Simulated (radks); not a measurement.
Species: Ar IV. Configuration: [Ne] 3s2 3p1 4f2 (not the ground configuration).

Method: scalar-relativistic Kohn-Sham, LDA (Slater exchange, Perdew-Wang correlation), spin-polarised, spherical densities, finite nucleus; open shells are filled with parallel spins first; Fermi nuclear charge, rms radius 3.4274 fm; computed with a radial shooting solver on a logarithmic mesh with Libxc functionals.

Energy parts (Ry):
total: -1042.44276
kinetic: 1047.48380
electron-nucleus: -2420.37251
Hartree: 384.79489
exchange-correlation: -54.34894

Orbitals (lengths in bohr, moments of r in powers of bohr; r(max) is where P^2 peaks):
[
 {"orbital": "1s up", "occ.": "1", "eigenvalue (Ry)": "-234.2882", "<r^2>": "0.009933", "<1/r>": "17.65", "r(max)": "0.05620"},
 {"orbital": "1s down", "occ.": "1", "eigenvalue (Ry)": "-234.2638", "<r^2>": "0.009932", "<1/r>": "17.65", "r(max)": "0.05620"},
 {"orbital": "2s up", "occ.": "1", "eigenvalue (Ry)": "-27.09203", "<r^2>": "0.2028", "<1/r>": "3.559", "r(max)": "0.3386"},
 {"orbital": "2s down", "occ.": "1", "eigenvalue (Ry)": "-27.06480", "<r^2>": "0.2025", "<1/r>": "3.560", "r(max)": "0.3387"},
 {"orbital": "2p up", "occ.": "3", "eigenvalue (Ry)": "-22.27944", "<r^2>": "0.1740", "<1/r>": "3.470", "r(max)": "0.2794"},
 {"orbital": "2p down", "occ.": "3", "eigenvalue (Ry)": "-22.24624", "<r^2>": "0.1737", "<1/r>": "3.471", "r(max)": "0.2795"},
 {"orbital": "3s up", "occ.": "1", "eigenvalue (Ry)": "-6.07719", "<r^2>": "1.720", "<1/r>": "1.144", "r(max)": "1.096"},
 {"orbital": "3s down", "occ.": "1", "eigenvalue (Ry)": "-5.91855", "<r^2>": "1.716", "<1/r>": "1.147", "r(max)": "1.094"},
 {"orbital": "3p up", "occ.": "1", "eigenvalue (Ry)": "-4.88364", "<r^2>": "1.940", "<1/r>": "1.056", "r(max)": "1.138"},
 {"orbital": "3p down", "occ.": "0", "eigenvalue (Ry)": "-4.72472", "<r^2>": "1.935", "<1/r>": "1.059", "r(max)": "1.136"},
 {"orbital": "4f up", "occ.": "2", "eigenvalue (Ry)": "-1.02608", "<r^2>": "14.54", "<1/r>": "0.3207", "r(max)": "3.153"},
 {"orbital": "4f down", "occ.": "0", "eigenvalue (Ry)": "-0.89180", "<r^2>": "16.69", "<1/r>": "0.3037", "r(max)": "3.292"}
]

The highest occupied level is 4f up at -13.961 eV. The configuration is held as typed, so some empty levels lie below it. The electron density at the nucleus is 4337 e/bohr^3 (large components only). The density falls to 0.001 e/bohr^3 at r = 4.89 bohr. The spin density at the nucleus is -0.3883 e/bohr^3 (1s -0.2213, 2s -0.0557, 3s -0.1113). Spin moment in Bohr magnetons: 3. Summed over all electrons, <r^2> = 35.93 bohr^2, which gives a Langevin (diamagnetic) susceptibility term of -28.5 x 10^-6 cm^3/mol.
